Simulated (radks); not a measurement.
Initial-state core-level shifts of the promethium ion Pm+ when its valence configuration changes from [Xe] 4f5 6s1. Calculated with a radial shooting solver on a logarithmic mesh with Libxc functionals: scalar-relativistic Kohn-Sham, LDA (Slater exchange, Perdew-Wang correlation), spin-polarised, spherical densities, point nucleus; open shells are filled with parallel spins first (spin-orbit coupling, left out, can overturn this in heavy ions). Shifts are changes of the shell-averaged eigenvalues in eV (positive: less bound).

4f5 6p1: 3s -1.137; 4p -1.152; 5s -1.198; 5p -1.172
4f5 5d1: 3s +1.751; 4p +1.789; 5s +1.914; 5p +1.807
4f4 5d1 6s1: 3s -7.978; 4p -7.281; 5s -3.496; 5p -2.783
4f4 6s1 6p1: 3s -11.423; 4p -10.736; 5s -6.907; 5p -6.011
4f4.5 6s1.5: 3s -4.885; 4p -4.601; 5s -2.880; 5p -2.473
4f4.5 5d0.5 6s1: 3s -3.789; 4p -3.488; 5s -1.726; 5p -1.382
4f3 5d1 6s1 6p1: 3s -21.030; 4p -19.222; 5s -10.578; 5p -8.901
4f4 6s2: 3s -10.377; 4p -9.697; 5s -5.908; 5p -5.050
4f5 5d0.5 6s0.5: 3s +0.897; 4p +0.916; 5s +0.976; 5p +0.920
